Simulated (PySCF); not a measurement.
GeOCl, SMILES [O]=[Ge][Cl], multiplicity 2. Geometry optimised at PBE-D3(BJ)/def2-TZVP.

The numbers are results of PBE-D3(BJ)/def2-TZVP (PySCF), not measurements.

Harmonic wavenumbers (cm⁻¹): 157, 365, 829. Rotational constants (GHz): 24.28, 3.193, 2.822; symmetry number 1.

Q: Work out the zero-point energy and the ideal-gas rigid-rotor harmonic-oscillator thermochemistry at 298.15 K and 1 atm.

A: ZPE = ½ Σ hcν = ½ × 1350 cm⁻¹ = 8.08 kJ/mol. H − E(el) = 20.74 kJ/mol. Entropy in J/(mol K): translation 168.87, rotation 103.76, vibration 16.22, spin 5.76, total 294.62. G − E(el) = -67.10 kJ/mol. Cp = 50.18 J/(mol K).
